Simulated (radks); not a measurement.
All-electron atom: Sm3+ in [Xe] 4f5. Calculated with a radial shooting solver on a logarithmic mesh with Libxc functionals: scalar-relativistic Kohn-Sham, PBE, spin-polarised, spherical densities, point nucleus; open shells are filled with parallel spins first (spin-orbit coupling, left out, can overturn this in heavy ions).

Normalised radial functions P(r) = r R(r), r in bohr:

```
   r/bohr * 4f down (the largest magnitude, 1.04, reaches the edge; | marks zero)
 0.001074 *
 0.001231 *
  0.00141 *
 0.001628 *
 0.001866 *
 0.002155 *
 0.002468 *
 0.002828 *
 0.003266 *
 0.003742 *
 0.004287 *
 0.004951 *
 0.005672 *
 0.006499 *
 0.007505 *
 0.008599 *
  0.00993 *
  0.01138 *
  0.01303 *
  0.01505 *
  0.01725 *
  0.01976 *
  0.02282 *
  0.02614 *
  0.02995 *
  0.03459 *
  0.03963 *
  0.04577 *
  0.05244 *
  0.06008 |*
  0.06938 |*
  0.07949 | *
  0.09107 |  *
   0.1052 |   *
   0.1205 |     *
   0.1392 |       *
   0.1594 |          *
   0.1827 |              *
   0.2109 |                   *
   0.2417 |                        *
   0.2769 |                              *
   0.3198 |                                    *
   0.3664 |                                          *
   0.4197 |                                               *
   0.4847 |                                                    *
   0.5554 |                                                      *
   0.6414 |                                                      *
   0.7348 |                                                    *
   0.8419 |                                                 *
   0.9722 |                                            *
    1.114 |                                       *
    1.276 |                                 *
    1.474 |                           *
    1.689 |                     *
    1.935 |                *
    2.234 |           *
     2.56 |        *
    2.956 |     *
    3.387 |  *
     3.88 | *
    4.481 |*
    5.134 *
```

4f down (empty): eigenvalue -30.088 eV, 0 radial nodes, <r> = 0.928 bohr, 90 % of the charge inside 1.60 bohr.
